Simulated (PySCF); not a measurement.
# Radial density of Ca⁺ (calcium, charge +1)

M06-L, [Ar] 4s1, 2S determinant. Calculation: PySCF 2.14, in cc-pVDZ-X2C (5s4p2d, 27 functions); scalar relativity by spin-free X2C-1e.

| r (bohr) | 4πr²ρ (e/bohr) | 4πr²(ρα − ρβ) |
| --- | --- | --- |
| 0.00161 | 0.2014 | 0.0001 |
| 0.00271 | 0.5216 | 0.0002 |
| 0.00455 | 1.317 | 0.0004 |
| 0.00766 | 3.173 | 0.0010 |
| 0.0129 | 7.058 | 0.0023 |
| 0.0217 | 13.73 | 0.0043 |
| 0.0364 | 21.29 | 0.0058 |
| 0.0613 | 23.12 | 0.0029 |
| 0.103 | 17.74 | -0.0037 |
| 0.173 | 20.20 | 0.0037 |
| 0.292 | 23.81 | 0.0120 |
| 0.491 | 9.545 | 0.0013 |
| 0.825 | 6.973 | 0.0323 |
| 1.39 | 5.548 | -0.0106 |
| 2.33 | 0.9006 | 0.2287 |
| 3.93 | 0.3091 | 0.3049 |
| 6.61 | 0.02523 | 0.0252 |
| 11.1 | 1.160e-05 | 0.0000 |

Densities and radii are taken from the X2C orbitals without a picture-change correction, which distorts them close to the nucleus.

**Question.** Where is the radial spin density 4πr²(ρα − ρβ) most negative, and why is it negative at all?

**Answer.** Around r = 1.39 bohr, down to -0.0106 e/bohr: exchange with the open shell polarises the paired shells in an unrestricted calculation.
